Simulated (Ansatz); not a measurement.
`[CH3][In]([Cl])[SeH]` + `C[SiH2]F` → `C[SiH](F)[SeH]` + `[CH3][InH][Cl]`  (formal exchange of groups at the Se–In bond)

Isolated molecules relaxed with PBE0-D4/def2-TZVP in Ansatz; ΔE leaves out vibrations. CBS: MP2 limit from def2 TZ/QZ plus the TZ coupled-cluster correction, frozen cores. DFT in def2-TZVPP. B3LYP here is the variant with VWN-RPA as its local correlation; programs differ in this. HSE06 is defined as in plane-wave codes. Elements past krypton have def2 core potentials. For In, Se outer-core shells are correlated without core-valence functions, which leaves a few kJ/mol of doubt a bond. Scalar relativity is left out up to krypton. One conformer a species, not always the lowest.

```csv
level,ΔE (kJ/mol),difference from CCSD(T)/CBS
LDA (SPW92),35.3,-14.3
PBE-D4,41.2,-8.4
revPBE-D4,38.3,-11.3
BLYP-D4,46.2,-3.4
r2SCAN-D4,43.9,-5.7
B97M-V,36.5,-13.1
PBE0-D4,43.0,-6.6
B3LYP-D4,47.5,-2.1
r2SCANh-D4,44.2,-5.4
r2SCAN0-D4,44.9,-4.7
BHLYP-D4,51.0,1.4
ωB97M-V,42.2,-7.4
B2PLYP,51.4,1.8
PBE-QIDH,47.5,-2.1
PBE,43.1,-6.5
revPBE,44.9,-4.7
BLYP,51.0,1.4
r2SCAN,44.2,-5.4
B3LYP,50.7,1.1
r2SCANh,44.6,-5.0
r2SCAN0,45.2,-4.4
HSE06,44.7,-4.9
BHLYP,52.3,2.7
CAM-B3LYP,46.6,-3.0
LC-ωPBE,39.8,-9.8
RPA@PBE/def2-TZVPP,48.7,-0.9
HF/def2-SVP,61.5,11.9
CCSD/def2-SVP,60.3,10.7
CCSD(T)/def2-SVP,60.1,10.5
HF/def2-TZVPP,57.9,8.3
MP2/def2-TZVPP,51.5,1.9
SCS-MP2/def2-TZVPP,52.4,2.8
CCSD/def2-TZVPP,48.9,-0.7
CCSD(T)/def2-TZVPP,48.5,-1.1
HF/def2-QZVPP,57.4,7.8
MP2/def2-QZVPP,52.0,2.4
SCS-MP2/def2-QZVPP,52.6,3.0
HF/CBS(def2),57.4,7.8
MP2/CBS(def2),52.6,3.0
CCSD/CBS(def2),49.9,0.3
CCSD(T)/CBS,49.6,0
```

Largest T1 diagnostic among the species: 0.012.

The D4 term adds −3.2 kJ/mol with B3LYP and −1.5 kJ/mol with PBE0; it sums over pairs of atoms, weighted by their polarisabilities, and B3LYP, whose exchange is more repulsive, gets the larger term. At CCSD(T), def2-SVP lies +10.5 kJ/mol from the extrapolated value and def2-TZVPP −1.1 kJ/mol. Leaving LDA and LC-ωPBE aside and taking each functional with its dispersion term where it has one, the values spread over 14.9 kJ/mol, from B97M-V to B2PLYP. LDA lies −7.7 kJ/mol from PBE without D4.
